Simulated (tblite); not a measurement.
Record of a relaxation.

Compound: C₅H₇F₃Ge.
SMILES with atom numbers: `[CH:1]#[C:2][Ge@H:3]([CH2:4][CH3:5])[C:6]([F:7])([F:8])[F:9]` (hydrogens: H10 on C1; H11 on Ge3; H12, H13 on C4; H14, H15, H16 on C5)

Computed with GFN2-xTB (tblite), gas phase: L-BFGS steps from a force-field or distance-geometry start until the largest atomic force falls under 0.01 eV/Å. 10 of its 165 geometries are shown.

Step 0: E = -824.3021 eV, largest atomic force 2.543 eV/Å
```
atom  x, y, z in Å  |  force x, y, z in eV/Å
C1     -1.659    2.701    0.127   -0.261   0.507  -0.166
C2     -1.257    1.603    0.413   -0.038  -0.053  -0.016
Ge3    -0.612   -0.130    0.899   -0.659   0.862   1.688
C4      1.294   -0.183    0.925    1.448  -0.237   2.077
C5      1.967   -0.071   -0.397    2.352   0.072  -0.791
C6     -1.449   -1.420   -0.294   -0.921  -0.313   0.135
F7     -2.619   -0.824   -0.764    1.276  -1.244  -0.149
F8     -1.855   -2.485    0.510    0.427   0.702  -1.529
F9     -0.629   -1.839   -1.305   -1.493  -0.004   0.758
H10    -2.045    3.672   -0.135    0.327  -0.713   0.194
H11    -1.107   -0.481    2.345   -0.025   0.172  -0.678
H12     1.704   -1.099    1.466   -0.690   0.956  -0.488
H13     1.636    0.675    1.573   -0.470  -0.687  -0.393
H14     2.853    0.618   -0.254   -0.813  -0.621  -0.546
H15     1.349    0.339   -1.208    0.223  -0.359   0.270
H16     2.423   -1.068   -0.644   -0.683   0.958  -0.365
```

Step 18: E = -824.9102 eV, largest atomic force 0.147 eV/Å
```
atom  x, y, z in Å  |  force x, y, z in eV/Å
C1     -1.671    2.693    0.131    0.018  -0.034  -0.016
C2     -1.278    1.605    0.462    0.044   0.025  -0.048
Ge3    -0.605   -0.089    0.996   -0.105  -0.100   0.025
C4      1.387   -0.161    0.989   -0.009   0.017  -0.041
C5      2.035   -0.061   -0.395   -0.033  -0.001  -0.004
C6     -1.493   -1.418   -0.261    0.103   0.039  -0.015
F7     -2.607   -0.930   -0.834    0.017  -0.019   0.067
F8     -1.853   -2.538    0.396   -0.006   0.053  -0.009
F9     -0.695   -1.816   -1.269    0.035   0.000  -0.022
H10    -2.025    3.639   -0.162   -0.026   0.034  -0.007
H11    -1.229   -0.413    2.332    0.014  -0.014   0.044
H12     1.709   -1.073    1.492   -0.010   0.012   0.040
H13     1.710    0.675    1.610   -0.026   0.009   0.050
H14     2.914    0.578   -0.357    0.024  -0.062  -0.010
H15     1.353    0.361   -1.134    0.014   0.013   0.018
H16     2.341   -1.046   -0.742   -0.054   0.028  -0.071
```

Step 36: E = -824.9793 eV, largest atomic force 0.120 eV/Å
```
atom  x, y, z in Å  |  force x, y, z in eV/Å
C1     -1.636    2.640    0.063   -0.022   0.012   0.005
C2     -1.220    1.577    0.439   -0.058   0.032   0.004
Ge3    -0.594   -0.099    1.059   -0.054  -0.107   0.006
C4      1.390   -0.143    1.044   -0.015   0.004  -0.024
C5      1.922   -0.058   -0.383   -0.016   0.030  -0.052
C6     -1.390   -1.419   -0.255    0.017   0.041   0.030
F7     -2.532   -0.954   -0.792    0.023  -0.034  -0.020
F8     -1.698   -2.594    0.328    0.044   0.020  -0.013
F9     -0.572   -1.708   -1.285   -0.106  -0.029   0.013
H10    -2.013    3.567   -0.258   -0.004   0.083  -0.054
H11    -1.283   -0.399    2.366    0.000  -0.027   0.044
H12     1.750   -1.038    1.549    0.068  -0.002   0.002
H13     1.725    0.723    1.616    0.037  -0.009   0.059
H14     2.975    0.217   -0.400   -0.001  -0.086   0.056
H15     1.372    0.703   -0.938    0.032   0.044  -0.055
H16     1.796   -1.006   -0.901    0.056   0.029   0.000
```

Step 55: E = -825.0004 eV, largest atomic force 0.074 eV/Å
```
atom  x, y, z in Å  |  force x, y, z in eV/Å
C1     -1.651    2.648    0.045   -0.014   0.008  -0.026
C2     -1.290    1.582    0.469    0.015   0.002  -0.025
Ge3    -0.620   -0.093    1.057    0.057  -0.015  -0.045
C4      1.372   -0.128    1.023    0.003  -0.010   0.006
C5      1.950   -0.028   -0.385    0.014  -0.006  -0.013
C6     -1.408   -1.428   -0.241   -0.015   0.000   0.009
F7     -2.588   -1.020   -0.739    0.007  -0.019   0.011
F8     -1.639   -2.609    0.368    0.012   0.005  -0.021
F9     -0.624   -1.699   -1.300   -0.035  -0.013  -0.006
H10    -1.986    3.575   -0.325   -0.018   0.026   0.013
H11    -1.262   -0.459    2.370   -0.009   0.018   0.049
H12     1.721   -1.039    1.513   -0.002   0.013  -0.023
H13     1.720    0.716    1.623   -0.021  -0.027   0.008
H14     3.034    0.068   -0.336   -0.030   0.016  -0.020
H15     1.548    0.837   -0.914    0.028   0.016   0.058
H16     1.715   -0.913   -0.972    0.006  -0.013   0.025
```

Step 73: E = -825.0126 eV, largest atomic force 0.051 eV/Å
```
atom  x, y, z in Å  |  force x, y, z in eV/Å
C1     -1.677    2.653   -0.002    0.002  -0.006  -0.026
C2     -1.279    1.579    0.367    0.021   0.016   0.011
Ge3    -0.611   -0.082    1.000   -0.028  -0.002   0.013
C4      1.377   -0.162    1.015   -0.033  -0.003  -0.026
C5      2.005    0.015   -0.363    0.033  -0.020  -0.028
C6     -1.445   -1.463   -0.223    0.006   0.009   0.023
F7     -2.688   -1.115   -0.597   -0.019   0.019  -0.005
F8     -1.559   -2.653    0.400    0.034  -0.023   0.009
F9     -0.759   -1.695   -1.356    0.016   0.018   0.011
H10    -2.035    3.585   -0.335   -0.011   0.015  -0.013
H11    -1.249   -0.352    2.343   -0.005  -0.018  -0.013
H12     1.684   -1.113    1.454    0.000   0.020  -0.016
H13     1.719    0.632    1.682    0.023  -0.033   0.016
H14     3.090   -0.017   -0.286    0.027   0.005   0.010
H15     1.725    0.973   -0.799   -0.041  -0.025   0.018
H16     1.694   -0.777   -1.042   -0.022   0.028   0.014
```

Step 91: E = -825.0243 eV, largest atomic force 0.057 eV/Å
```
atom  x, y, z in Å  |  force x, y, z in eV/Å
C1     -1.686    2.660   -0.096    0.005  -0.023  -0.027
C2     -1.252    1.620    0.326    0.001  -0.012   0.009
Ge3    -0.612   -0.032    1.014   -0.006  -0.009   0.026
C4      1.369   -0.234    1.020   -0.011   0.007   0.019
C5      1.991    0.052   -0.341    0.009  -0.026  -0.050
C6     -1.419   -1.443   -0.182   -0.017  -0.008  -0.006
F7     -2.722   -1.231   -0.436    0.023  -0.002   0.010
F8     -1.338   -2.654    0.409    0.001  -0.002  -0.029
F9     -0.813   -1.567   -1.377   -0.013   0.003   0.009
H10    -2.072    3.563   -0.477    0.020   0.005   0.008
H11    -1.292   -0.281    2.341    0.024   0.011   0.006
H12     1.607   -1.253    1.337   -0.031   0.017  -0.013
H13     1.780    0.440    1.773    0.001   0.011  -0.010
H14     3.073   -0.064   -0.295   -0.013   0.009   0.011
H15     1.769    1.069   -0.664   -0.009  -0.025   0.015
H16     1.610   -0.637   -1.095    0.016   0.044   0.022
```

Step 109: E = -825.0285 eV, largest atomic force 0.041 eV/Å
```
atom  x, y, z in Å  |  force x, y, z in eV/Å
C1     -1.662    2.638   -0.152    0.018  -0.037   0.002
C2     -1.255    1.603    0.308   -0.004   0.031  -0.001
Ge3    -0.623   -0.033    1.035    0.024  -0.022   0.024
C4      1.355   -0.255    1.018    0.004   0.002   0.020
C5      1.984    0.078   -0.331   -0.002   0.019   0.018
C6     -1.425   -1.448   -0.156   -0.014  -0.006  -0.022
F7     -2.747   -1.294   -0.343    0.014  -0.010   0.013
F8     -1.251   -2.683    0.355   -0.009   0.003   0.021
F9     -0.868   -1.472   -1.382   -0.014   0.010  -0.031
H10    -2.025    3.540   -0.557    0.001   0.015  -0.009
H11    -1.277   -0.242    2.381    0.000  -0.006  -0.017
H12     1.571   -1.292    1.287    0.001   0.027   0.011
H13     1.782    0.380    1.797   -0.004  -0.026  -0.023
H14     3.061   -0.076   -0.291   -0.009   0.010  -0.002
H15     1.793    1.117   -0.596   -0.002  -0.001  -0.001
H16     1.579   -0.553   -1.119   -0.005  -0.009  -0.004
```

Step 128: E = -825.0323 eV, largest atomic force 0.015 eV/Å
```
atom  x, y, z in Å  |  force x, y, z in eV/Å
C1     -1.592    2.605   -0.209    0.006  -0.005  -0.001
C2     -1.220    1.582    0.303   -0.007   0.009  -0.003
Ge3    -0.621   -0.057    1.052    0.000  -0.008  -0.009
C4      1.357   -0.266    1.033    0.005  -0.005   0.005
C5      1.965    0.117   -0.312   -0.003  -0.012   0.007
C6     -1.444   -1.452   -0.150   -0.007  -0.007  -0.005
F7     -2.784   -1.351   -0.207    0.002  -0.007   0.005
F8     -1.176   -2.703    0.279    0.003   0.013  -0.006
F9     -1.003   -1.389   -1.421    0.005   0.001   0.011
H10    -1.925    3.501   -0.652    0.002   0.002   0.006
H11    -1.292   -0.267    2.388   -0.002   0.003   0.004
H12     1.592   -1.305    1.274   -0.007   0.003  -0.005
H13     1.781    0.352    1.825    0.002   0.004  -0.001
H14     3.043   -0.025   -0.294    0.008   0.001   0.002
H15     1.758    1.161   -0.540   -0.006   0.009  -0.010
H16     1.554   -0.494   -1.114    0.001  -0.002   0.001
```

Step 146: E = -825.0329 eV, largest atomic force 0.010 eV/Å
```
atom  x, y, z in Å  |  force x, y, z in eV/Å
C1     -1.574    2.614   -0.203   -0.004   0.007  -0.003
C2     -1.218    1.583    0.306   -0.001  -0.004   0.000
Ge3    -0.626   -0.060    1.052   -0.002   0.002   0.000
C4      1.352   -0.264    1.034    0.007  -0.002   0.003
C5      1.958    0.112   -0.314   -0.002  -0.005   0.003
C6     -1.445   -1.455   -0.153   -0.003  -0.005   0.000
F7     -2.786   -1.371   -0.198   -0.001  -0.001  -0.002
F8     -1.158   -2.705    0.264    0.007   0.005  -0.001
F9     -1.014   -1.376   -1.425   -0.001   0.001   0.002
H10    -1.897    3.515   -0.641    0.002  -0.001   0.004
H11    -1.296   -0.269    2.388   -0.005  -0.001   0.002
H12     1.591   -1.300    1.281    0.000   0.006   0.005
H13     1.773    0.363    1.822    0.000   0.000  -0.002
H14     3.041    0.009   -0.283   -0.003  -0.007  -0.007
H15     1.717    1.143   -0.568   -0.002  -0.002   0.000
H16     1.574   -0.531   -1.104    0.008   0.006  -0.003
```

Step 164: E = -825.0334 eV, largest atomic force 0.007 eV/Å
```
atom  x, y, z in Å  |  force x, y, z in eV/Å
C1     -1.560    2.632   -0.195   -0.003   0.000   0.002
C2     -1.221    1.591    0.302   -0.001   0.000   0.001
Ge3    -0.635   -0.055    1.048   -0.001   0.003   0.006
C4      1.342   -0.256    1.039    0.005  -0.001   0.001
C5      1.947    0.099   -0.315    0.001  -0.004  -0.004
C6     -1.435   -1.461   -0.158   -0.003  -0.003  -0.003
F7     -2.779   -1.430   -0.172    0.002   0.002   0.003
F8     -1.088   -2.703    0.237    0.000   0.004  -0.003
F9     -1.037   -1.350   -1.439    0.000   0.002   0.000
H10    -1.870    3.543   -0.625   -0.001  -0.004  -0.001
H11    -1.315   -0.264    2.380   -0.001   0.000  -0.003
H12     1.583   -1.287    1.304   -0.001   0.002   0.001
H13     1.762    0.385    1.815   -0.001  -0.001   0.001
H14     3.029   -0.014   -0.289    0.000   0.001   0.004
H15     1.713    1.129   -0.579    0.003  -0.005  -0.004
H16     1.556   -0.549   -1.098    0.000   0.003  -0.001
```

**Question.** Summarise the path.

**Answer.** The energy falls by 70.55 kJ/mol from step 0 to step 164; nine tenths of that is first reached at step 30. It falls at every step. The largest force goes from 2.543 to 0.007 eV/Å. Among the bonds Ge3–C4 changes most, from 1.906 to 1.988 Å; the atoms move by 0.588 Å rms after alignment.

**Question.** Follow the three bonds and two angles with the largest change from start to end.

**Answer.** 
| step | E above end (kJ/mol) | largest force (eV/Å) | Ge3–C4 (Å) | Ge3–C6 (Å) | Ge3–H11 (Å) | C4–Ge3–H11 (°) | Ge3–C6–F7 (°) |
| --- | --- | --- | --- | --- | --- | --- | --- |
| 0 | 70.55 | 2.543 | 1.906 | 1.947 | 1.567 | 107.3 | 106.5 |
| 7 | 15.21 | 0.360 | 1.962 | 2.011 | 1.508 | 110.8 | 112.2 |
| 14 | 12.46 | 0.116 | 1.993 | 2.024 | 1.510 | 112.6 | 112.7 |
| 21 | 11.12 | 0.218 | 2.008 | 2.020 | 1.507 | 115.6 | 112.4 |
| 29 | 7.44 | 0.282 | 1.995 | 2.026 | 1.515 | 120.5 | 110.9 |
| 36 | 5.22 | 0.120 | 1.985 | 2.026 | 1.508 | 117.4 | 111.5 |
| 43 | 4.20 | 0.100 | 1.988 | 2.026 | 1.512 | 115.3 | 112.0 |
| 50 | 3.49 | 0.060 | 1.989 | 2.020 | 1.513 | 116.1 | 112.2 |
| 57 | 3.02 | 0.089 | 1.992 | 2.022 | 1.507 | 115.7 | 112.4 |
| 64 | 2.43 | 0.080 | 1.995 | 2.027 | 1.513 | 114.8 | 112.4 |
| 71 | 2.11 | 0.051 | 1.989 | 2.024 | 1.511 | 114.0 | 112.1 |
| 78 | 1.72 | 0.067 | 1.990 | 2.022 | 1.511 | 114.9 | 111.1 |
| 86 | 1.15 | 0.051 | 1.989 | 2.019 | 1.508 | 115.0 | 111.9 |
| 93 | 0.82 | 0.040 | 1.990 | 2.018 | 1.510 | 115.2 | 113.3 |
| 100 | 0.64 | 0.024 | 1.989 | 2.019 | 1.510 | 115.1 | 113.5 |
| 107 | 0.51 | 0.075 | 1.989 | 2.018 | 1.511 | 114.9 | 113.2 |
| 114 | 0.28 | 0.042 | 1.988 | 2.017 | 1.510 | 115.9 | 113.0 |
| 121 | 0.12 | 0.022 | 1.989 | 2.019 | 1.509 | 116.0 | 112.4 |
| 128 | 0.10 | 0.015 | 1.989 | 2.018 | 1.509 | 115.9 | 112.3 |
| 135 | 0.08 | 0.015 | 1.989 | 2.017 | 1.510 | 115.8 | 112.5 |
| 143 | 0.06 | 0.016 | 1.989 | 2.017 | 1.510 | 115.8 | 112.5 |
| 150 | 0.04 | 0.012 | 1.989 | 2.018 | 1.510 | 115.9 | 112.5 |
| 157 | 0.03 | 0.012 | 1.989 | 2.017 | 1.509 | 115.9 | 112.7 |
| 164 | 0.00 | 0.007 | 1.988 | 2.017 | 1.510 | 116.0 | 112.7 |

The cost below is that of the whole relaxation. Time: 2.0 s wall. Hardware: one thread, Arm Neoverse N1 (aarch64), no GPU, shared host with 64 logical CPUs at a one-minute load of 54.
